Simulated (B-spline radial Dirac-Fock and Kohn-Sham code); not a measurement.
# The L3 (2p3/2) hole of iridium ions: width and yield against charge

Method: independent-particle radiative and Coulomb Auger rates from relativistic LDA hole-state orbitals, with Dirac-Fock energies. Computed with an atomic code on a B-spline grid. Tabulated ground configurations, configuration averages; single configurations, so decays that open only by mixing (as 1s 2s² with 1s 2p² in Be-like ions) are missing and such tiny yields are far too low.

```
 ion      configuration  radiative (eV)  non-radiative (eV)  yield
  Ir  [Xe] 4f14 5d7 6s2            1.52                3.73  0.289
 Ir⁺  [Xe] 4f14 5d7 6s1            1.52                3.73  0.289
Ir²⁺      [Xe] 4f14 5d7            1.52                3.73  0.289
Ir³⁺      [Xe] 4f14 5d6            1.52                3.73  0.289
Ir⁴⁺      [Xe] 4f14 5d5            1.52                3.73  0.289
Ir⁵⁺      [Xe] 4f14 5d4            1.52                3.72  0.289
Ir⁶⁺      [Xe] 4f14 5d3            1.51                3.72  0.289
Ir⁷⁺      [Xe] 4f14 5d2            1.51                3.72  0.289
```
